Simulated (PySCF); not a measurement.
# Fractional electron number in Yb (ytterbium, neutral)

The 6s beta orbital of [Xe] 4f14 6s2 is emptied in steps (occupation f), with all orbitals relaxed, ending at [Xe] 4f14 6s1. Computed with PySCF 2.14 in def2-TZVP with the def2 core potential (28 electrons), with a scalar-relativistic core potential. The exact energy is a straight line in f; departures are measured from the line between the end points of the same method.

```json
{"f": "1", "UHF (eV)": "0.000"}
{"f": "0.8", "UHF (eV)": "0.029"}
{"f": "0.6", "UHF (eV)": "0.040"}
{"f": "0.4", "UHF (eV)": "0.037"}
{"f": "0.2", "UHF (eV)": "0.023"}
{"f": "0", "UHF (eV)": "0.000"}
```

```json
{"method": "UHF", "E(f=0) − E(f=1) (eV)": "5.058", "−ε at f=1 (eV)": "5.253", "−ε at f=0.4 (eV)": "5.015"}
```

Orbital energy along the path (eV):

```
  f     UHF
  1  -5.253
0.8  -5.156
0.6  -5.078
0.4  -5.015
0.2  -4.963
  0  -4.921
```

Reference removal energy between the ground levels: 6.254 eV (measured; NIST Atomic Spectra Database, ionization energies). UHF lacks correlation.
